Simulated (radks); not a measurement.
Isoelectronic series with 3 electrons, all held in the configuration [He] 2s1, which need not be the ground one along the series. All-electron calculation, non-relativistic Kohn-Sham, TPSS, spin-polarised, spherical densities, point nucleus; open shells are filled with parallel spins first; meta-GGA in the generalised Kohn-Sham scheme. Program: a radial shooting solver on a logarithmic mesh with Libxc functionals. Total energies (hartree) and screening constants sigma, defined by e = -(Z - sigma)^2 / (2 n^2) hartree:

ion    E (hartree)  2s up  1s down  1s up
K16+    -387.15043  1.820    1.051  1.041
Sc18+   -475.10951  1.818    1.051  1.041
V20+    -572.06863  1.817    1.051  1.041
Mn22+   -678.02776  1.816    1.051  1.041
Co24+   -792.98691  1.814    1.051  1.041
Cu26+   -916.94608  1.814    1.051  1.041
Ga28+  -1049.90526  1.813    1.051  1.041
As30+  -1191.86444  1.812    1.051  1.041
